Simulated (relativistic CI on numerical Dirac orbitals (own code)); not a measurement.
**L2,3 absorption of cobalt in several valence states**

Computed multiplet spectra 2p⁶3dⁿ → 2p⁵3dⁿ⁺¹ (Dirac-Coulomb-Breit ions, Slater integrals scaled by 0.9, an assumed crystal field that grows with the charge, no charge transfer; 300 K; Lorentzian 0.4 eV and Gaussian 0.3 eV FWHM at both edges, so that L2 comes out sharper than in experiment). Peaks over 5 % are given in eV from the highest peak in the L3 region of each spectrum (height, largest 100). S of the lowest state is read from ⟨S²⟩, and the branching ratio is the share of L3, cut at the minimum between the edges.

Field parameters in Wybourne normalisation: Oh B⁴₀ = 21Dq, B⁴₄ = √(5/14) B⁴₀. The field is a parameter set, without covalency.

- Co2+ (d7, Oh, 10Dq = 16750 cm⁻¹): S = 1.50, high spin, branching ratio 0.81; peaks -4.1 (67), -3.0 (21), -2.1 (77), -1.5 (87), 0.0 (100), 1.5 (20), 2.8 (9), 11.9 (6), 13.3 (24), 14.3 (22), 15.1 (24), 16.4 (6)
- Co3+ (d6, Oh, 10Dq = 21650 cm⁻¹): S = 0.04, low spin, branching ratio 0.66; peaks -2.8 (7), 0.0 (100), 1.4 (17), 2.4 (36), 13.7 (37), 14.3 (52), 15.7 (16), 16.2 (15)
- Co4+ (d5, Oh, 10Dq = 26500 cm⁻¹): S = 2.50, high spin, branching ratio 0.78; peaks -3.3 (38), -2.5 (12), 0.0 (100), 1.9 (21), 4.8 (7), 12.4 (10), 15.1 (8), 15.7 (13), 16.1 (12), 17.9 (10)
- Co5+ (d4, Oh, 10Dq = 31400 cm⁻¹): S = 1.63, high spin, branching ratio 0.73; peaks -4.7 (21), -3.3 (47), -1.0 (56), 0.0 (100), 1.5 (59), 3.6 (24), 4.2 (21), 11.5 (24), 12.7 (28), 14.4 (26), 15.7 (22), 16.4 (20), 18.0 (9), 19.5 (7)

The centroid of the whole edge, which also moves with the branching ratio, lies at 784.2 (Co2+), 789.4 (Co3+), 791.4 (Co4+), 796.1 (Co5+) eV in this ionic model, in steps of 2.0 to 5.2 eV. Compounds show about 1 to 2 eV a unit and lower energies for the high valences, since ligands screen the charge. The multiplet shape follows the d count and the spin state, and so serves as a fingerprint of valence. Real compounds of Co4+, Co5+ are mostly low spin, since covalency shrinks the Slater integrals more than this scale does. Co5+ lies at a spin crossover.
